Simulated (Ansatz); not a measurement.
`[F][InH][Cl]` → Cl• + F• + H• + In•  (atomization)

Isolated molecules relaxed with PBE0-D4/def2-TZVP in Ansatz; ΔE leaves out vibrations. CCSD(T)/CBS adds triple-zeta CCSD(T) − MP2 to the extrapolated MP2 energy (def2 sets, frozen cores). This one scheme is used for every species, atoms too. DFT in def2-TZVPP. No spin–orbit coupling; open shells (•) take unrestricted orbitals. Spin–orbit coupling would lower the free atoms: a little for Cl, F; strongly for In. def2 core potentials past Kr. For In outer-core shells are correlated without core-valence functions, so the limit isn't a true one: a few kJ/mol of doubt a bond, and 10 to 20 or more in all where bonds break to atoms.

| level | ΔE (kcal/mol) |
| --- | --- |
| BLYP-D4 | 234.6 |
| CCSD/def2-TZVPP | 228.8 |

**Question.** What does CCSD(T)/CBS give? (Estimate.)

**Answer.** Computed: +244.2 kcal/mol. The listed levels differ from it by -9.6, -15.4 kcal/mol.

Largest T1 diagnostic among the species: 0.015.

The D4 term adds +2.6 kcal/mol with B3LYP and +1.4 kcal/mol with PBE0; it sums over pairs of atoms, weighted by their polarisabilities, and B3LYP, whose exchange is more repulsive, gets the larger term. In def2-TZVPP, CCSD(T) changes the Hartree–Fock value by +65.8 kcal/mol (the triples alone add +5.4 kcal/mol) and MP2 by +72.9 kcal/mol; breaking electron pairs costs correlation energy, which Hartree–Fock lacks. From r2SCAN to r2SCAN0 (25 % exact exchange), in def2-TZVPP and without D4, ΔE moves by −8.0 kcal/mol: exact exchange takes away binding that semilocal exchange gives to molecules.

B3LYP here is the variant with VWN-RPA as its local correlation; programs differ in this.

For atomizations the MP2-based limit and the directly extrapolated one differ by several kJ/mol either way, and by 10 to 25 for some Ge, Se and Sn compounds, so smaller differences from it don't rank the levels.
